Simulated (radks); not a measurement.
Problem. These are the eigenvalues of the occupied orbitals of an atom or ion with whole-number occupations (eV). Calculated with a radial shooting solver on a logarithmic mesh with Libxc functionals: non-relativistic Kohn-Sham, PBE, spin-polarised, spherical densities, point nucleus.

1s up: -81062.82
1s down: -81062.79
2s up: -13732.81
2s down: -13732.80
2p up: -13232.68
2p down: -13232.66
3s up: -3323.353
3s down: -3323.336
3p up: -3084.703
3p down: -3084.686
3d up: -2639.249
3d down: -2639.234
4s up: -777.5156
4s down: -777.4841
4p up: -672.1754
4p down: -672.1426
4d up: -477.4823
4d down: -477.4480
4f up: -212.9773
4f down: -212.9403
5s up: -164.9012
5s down: -164.8003
5p up: -128.9429
5p down: -128.8105
5d up: -69.9546
5d down: -69.6494
6s up: -45.8147

Which element is it, and in what charge state? The configuration may be excited. Open shells, if any, are filled with parallel spins first.

Solution. Z = 83, bismuth, charge +4: Bi4+ in [Xe] 4f14 5d10 6s1. The list shows which subshells hold electrons but not how many an open one holds; the 1s level, -2979 hartree, gives Z - s = 77.2 by -(Z - s)^2/2, which with screening narrows Z to a few neighbours, and the depths of the outer levels then fix element, charge and occupations together.
